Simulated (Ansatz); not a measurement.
Ideal-gas functions of F₅Nb (`[F][Nb]([F])([F])([F])[F]`) at 298.15 K and 1 bar, from an Ansatz frequency run at PBE0-D4/def2-TZVP.

Molar mass 187.9 g/mol, point group D3h (symmetry number 6), electronic degeneracy 1, moments of inertia 191.014, 227.478, 227.543 u Å². Harmonic wavenumbers (cm⁻¹, unscaled): 99, 99, 221, 221, 255, 279, 279, 638, 711, 739, 750, 750.

Use S(trans) = R[1.5 ln M + 2.5 ln T − 1.1517]; rotational temperatures θ = 24.2544 K / I; S(rot) = R[ln(√π/σ · √(T³/θAθBθC)) + 1.5]; for each mode x = 1.438777 ν̃/T, S = R[x/(eˣ − 1) − ln(1 − e⁻ˣ)] and H = RT x/(eˣ − 1); 1 cm⁻¹ = 0.0119627 kJ/mol; R = 8.31446 J/(mol·K).

Q: By hand: the entropy, in J/(mol·K).

A: Translation 174.2. Rotation: θ = 0.127, 0.1066, 0.1066 K, giving 100.6. Vibration, mode by mode: 14.53, 14.53, 8.16, 8.16, 7.10, 6.44, 6.44, 1.63, 1.23, 1.10, 1.05, 1.05, in all 71.4. Electronic 0.0. Sum 346.2 J/(mol·K).

Q: By hand: H − E and G − E in kJ/mol, counted from the electronic energy.

A: Zero-point energy ½ × 5041 × 0.0119627 = 30.2; thermal vibration 11.7; translation, rotation and pV give 4 RT = 9.9. H − E = 51.8 kJ/mol, and G − E = 51.8 − 298.15 × 346.2/1000 = -51.4 kJ/mol.

Vibration gives 21 % of the entropy, 29.1 J/(mol·K) of it from the modes under 150 cm⁻¹: soft modes count most, and the harmonic formula is weakest for them.
